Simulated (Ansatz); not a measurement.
A series at Sn: from `[F][Sn]([F])([F])[SH]`, ligands are replaced one by one, each step taking up H₂S and setting free H–F; n counts the steps. Ansatz, PBE0-D4/def2-TZVP geometries. Each molecule was computed in one conformer, which needn't be the lowest.

```json
{"n": "0", "molecule": "`[F][Sn]([F])([F])[SH]`", "HOMO energy, ωB97M-V/def2-TZVPP (eV)": "?"}
{"n": "1", "molecule": "`[F][Sn]([F])([SH])[SH]`", "HOMO energy, ωB97M-V/def2-TZVPP (eV)": "-10.70"}
{"n": "2", "molecule": "`[F][Sn]([SH])([SH])[SH]`", "HOMO energy, ωB97M-V/def2-TZVPP (eV)": "-10.10"}
{"n": "3", "molecule": "`[SH][Sn]([SH])([SH])[SH]`", "HOMO energy, ωB97M-V/def2-TZVPP (eV)": "-9.85"}
```

Q: By hand: fit a straight line y = ȳ + b (n − n̄) to the 3 given rows and predict n = 0.

A: n̄ = 2.000, ȳ = -10.217; Σ(n − n̄)(y − ȳ) = 0.850, Σ(n − n̄)² = 2.000, so b = 0.425 eV a step. Prediction: -10.217 + (0.425) × (-2.000) = -11.07 eV.

Q: By hand: compare with the computed value, -11.24 eV, and give the steps along the whole series.

A: The line misses by -0.17 eV (computed minus predicted). Steps: 0.54, 0.60, 0.25 eV.

The steps differ by up to 0.35 eV without a steady trend. The highest orbital can change its character along such a series. The miss is 12.2 % of the series' range.
